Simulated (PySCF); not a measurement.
From one molecule to another.

First species: C4H12SSi2.
InChI=1S/C4H12SSi2/c1-5-7(2)3-6-4-7/h3-4,6H2,1-2H3

Second species: C4H8F3O2P.
SMILES: `CC[P@](=O)(O)CC(F)(F)F`

Levels: PBE0/pcSseg-1 for dipole moment, HOMO energy, LUMO energy and HOMO–LUMO gap; GFN2-xTB for rotational constant A and rotational constant C. Geometries: GFN2-xTB. Each structure is a single optimised conformer of the isolated species, non-relativistic unless stated; the electronic structure was computed with PySCF and density fitting.

The conformers computed, where there is a choice (atom-mapped SMILES and torsion angles):
- `[CH3:1][S:2][Si:3]1([CH3:4])[CH2:5][SiH2:6][CH2:7]1`: C1–S2–Si3–C4 179°
- `[CH3:1][CH2:2][P@:3](=[O:4])([OH:5])[CH2:6][C:7]([F:8])([F:9])[F:10]`: C1–C2–P3–O4 -178°, C2–P3–C6–C7 -79°, P3–C6–C7–F8 -76°, H–O5–P3–C2 122°

```
             property   column X   column Y
        dipole moment     3.89 D     1.31 D
          HOMO energy   -8.17 eV   -6.62 eV
          LUMO energy    0.89 eV    0.36 eV
        HOMO–LUMO gap    9.06 eV    6.98 eV
rotational constant A  1.689 GHz  1.843 GHz
rotational constant C  0.720 GHz  0.882 GHz
```

(1) Which column belongs to which species?

(2) How does each property change from the first species to the second?

Answers

(1) Column X is the second species and column Y the first. The first has 19 atoms and 80 electrons, the second 18 and 90.

(2) dipole moment +2.58 D; HOMO energy -1.55 eV; LUMO energy +0.53 eV; HOMO–LUMO gap +2.08 eV; rotational constant A -0.154 GHz; rotational constant C -0.162 GHz.

On the first: In atomic units the dipole is 0.51 e·bohr (1 au = 2.5417 D).

On the second: In atomic units the dipole is 1.53 e·bohr (1 au = 2.5417 D).
